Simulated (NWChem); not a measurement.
Molecule: GeNH2Br, singlet; SMILES [NH2][Ge][Br]

```xyz
5

Ge     0.4237     1.0083     0.0000
Br    -0.0201    -1.3258     0.0000
N     -1.3099     1.5318     0.0000
H     -2.1087     0.9033     0.0000
H     -1.5756     2.5123     0.0000
```
Atoms are numbered in this order, from 1.

All runs: NWChem. Pople sets run with spherical d functions. Low-valent species are run as closed-shell singlets; no triplet was tried in these runs. Structure relaxed at the PBE0/def2-SVP level.

Problem. Predict the results for PBE/6-311G**. Quantities: highest occupied level (eV); orbital gap (eV); dipole (D).

Solution. highest occupied level (eV): -6.28
orbital gap (eV): 3.68
dipole (D): 3.20
